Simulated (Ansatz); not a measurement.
`CC[O][Ge]([F])([F])[O]CC`, relaxed with RKS PBE0-D4/def2-TZVP in the Gaussian-basis code of Ansatz from a PBE-D4/def2-SVP geometry. The force threshold is 0.005 eV/Å; the program also tests the step.

The species carries charge 0 and has multiplicity 1.

Start:

```xyz
19

C    -1.293    2.842   -0.572
C    -0.408    1.712   -1.064
O    -1.198    0.507   -1.102
Ge   -0.373   -1.023   -1.411
F     0.454   -0.998   -2.937
F    -1.621   -2.226   -1.487
O     0.852   -1.442   -0.209
C     0.432   -1.654    1.153
C     1.673   -1.787    2.015
H    -2.169    2.966   -1.239
H    -1.664    2.635    0.452
H    -0.728    3.795   -0.556
H    -0.014    1.938   -2.081
H     0.471    1.581   -0.391
H    -0.199   -0.804    1.503
H    -0.190   -2.575    1.218
H     2.281   -0.861    1.977
H     1.391   -1.980    3.070
H     2.302   -2.628    1.661
```

Problem. By how much does the energy fall, and how many steps does the optimiser take? (Estimate.)

Solution. Ansatz gave: 10.07 kJ/mol, in 13 steps.

Problem. Which bonds change most? (Best estimate.)

Solution. The calculation gave: Ge4–O7 from 1.767 to 1.737 Å; O3–Ge4 from 1.766 to 1.737 Å; Ge4–F5 from 1.735 to 1.710 Å; Ge4–F6 from 1.735 to 1.710 Å.

Problem. Give the relaxed structure. (An estimate is asked.)

Solution. Ansatz gave: 
```xyz
19

C    -1.345    2.845   -0.631
C    -0.415    1.729   -1.030
O    -1.168    0.515   -1.080
Ge   -0.356   -0.993   -1.369
F     0.464   -0.975   -2.870
F    -1.592   -2.171   -1.466
O     0.839   -1.432   -0.187
C     0.453   -1.623    1.176
C     1.698   -1.861    1.989
H    -2.158    2.941   -1.353
H    -1.778    2.652    0.352
H    -0.801    3.792   -0.592
H     0.027    1.929   -2.013
H     0.405    1.636   -0.308
H    -0.083   -0.739    1.544
H    -0.226   -2.480    1.251
H     2.370   -1.003    1.924
H     1.438   -2.019    3.038
H     2.228   -2.743    1.626
```
